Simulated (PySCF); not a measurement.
Atoms are numbered as in `[CH3:1][NH:2][Si:3]1([CH3:4])[O:5][SiH2:6][O:7][SiH2:8][O:9]1` (H(Xn): hydrogen on atom n).

- GFN2-xTB geometry
- shielding tensors at PBE0/pcSseg-1 (GIAO)
- program: PySCF 2.14
- relativity neglected, one computed conformer, no solvent model, fast rotation and ring inversion assumed for equivalent nuclei

Scale: TMS for $^{13}$C, $^{1}$H, $^{29}$Si; $^{15}$N vs NH3; H2O for $^{17}$O (reference shieldings calculated alike).

```csv
atoms,nucleus,count,Hirshfeld charge,δ (ppm)
O7,$^{17}$O,1,-0.31,86.7
Ha(Si6)/Ha(Si8),$^{1}$H,2,-0.08,5.17
Si3,$^{29}$Si,1,0.51,?
H(C1),$^{1}$H,3,0.04,?
O5/O9,$^{17}$O,2,-0.31,98.7
H(N2),$^{1}$H,1,0.12,0.64
Hb(Si6)/Hb(Si8),$^{1}$H,2,-0.08,5.14
Si6/Si8,$^{29}$Si,2,0.46,-39.5
C4,$^{13}$C,1,-0.22,-1.1
H(C4),$^{1}$H,3,0.04,?
C1,$^{13}$C,1,-0.07,?
N2,$^{15}$N,1,-0.25,39.3
```

Estimate the values marked ?.

Answers


- C1: 29.0 ppm, methyl carbon bonded to N; deshielded by the electronegative neighbour
- H(C1): 2.78 ppm, hydrogen on a methyl carbon bonded to N; its carbon carries N, which withdraws density
- H(C4): 0.17 ppm, hydrogen on a methyl carbon bonded to Si; an electropositive neighbour shields it, as in TMS itself
- Si3: -39.4 ppm, silicon bonded to C, N, 2 O, in a 6-membered ring

OH/NH shifts are gas-phase values; hydrogen bonding in solution moves them, usually downfield. Shifts are as computed. Against solution values, carbons near 30 ppm lie about +3 ppm off and those near 130 ppm about +5 ppm. Of 1211 compounds with measured shifts, 218 miss one by over three times the rms of a fit or turn the order of signals round; such compounds aren't used in these exercises. Experimental scales use liquid or dissolved standards, which lie at an offset from isolated NH3 (liquid NH3: subtract about 20 ppm) and H2O (liquid H2O: subtract about 36 ppm).
